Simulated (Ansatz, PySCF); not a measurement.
Gas-phase reaction in SMILES: N (NH3) → [NH2] (NH2) + H atom (the H-N bond at the site shown breaks; other sites are not compared here)
Structures are relaxed separately at B3LYP-D3(BJ)/def2-TZVP in Ansatz (a quantum-chemistry and plane-wave program).

Quantity: bond dissociation energy (enthalpy at 298 K, with B3LYP-D3(BJ) rigid-rotor harmonic-oscillator terms from PySCF), in kJ/mol. Correlated levels leave the core frozen unless marked. UHF or UKS for open shells. No spin-orbit coupling. Non-relativistic. CBS(X,Y): correlation extrapolated as X^-3; Hartree-Fock from the larger set (for Q and 5 zeta extrapolated as (X+1)exp(-9√X)).

CCSD(T)/CBS(cc-pVQZ,cc-pV5Z) (Ansatz) gives 448.6 kJ/mol.

### Question
Another calculation gave 446.1 kJ/mol. Which level was it?
A) SVWN5/def2-TZVPD (Ansatz)
B) MN15/def2-TZVPD (PySCF)
C) HF/def2-TZVPD (PySCF)
D) revPBE/def2-TZVPD (Ansatz)

### Answer
B, MN15/def2-TZVPD (PySCF). The others give 425.4 (revPBE), 312.1 (HF), 505.2 (SVWN5) kJ/mol.
